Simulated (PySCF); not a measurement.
Computed Raman spectrum (relative Raman activity) of a molecule C2H5BF2O. Geometry optimised at ωB97X-D3(BJ)/def2-SVP. Other conformers were not sampled. All values below come from ωB97X-D3(BJ)/def2-SVP (PySCF 2.14.0). Harmonic, unscaled wavenumbers; measured fundamentals usually lie a few per cent lower.

ν (cm⁻¹): 799 (vw), 833 (vw), 952 (vw), 1119 (w), 1325 (w), 1427 (w), 1471 (w), 1487 (m), 1496 (vw), 3072 (vs), 3089 (vs), 3152 (vs), 3172 (s), 3178 (m) (against the strongest line: vs over 80 %, s over 45 %, m over 15 %, w over 4 %, vw less)

### Question
Identify the compound among the candidates.
A) CCOB(F)F
B) OCB(F)CF
C) C[C@H](O)B(F)F
D) OB(CF)CF

### Answer
A, CCOB(F)F
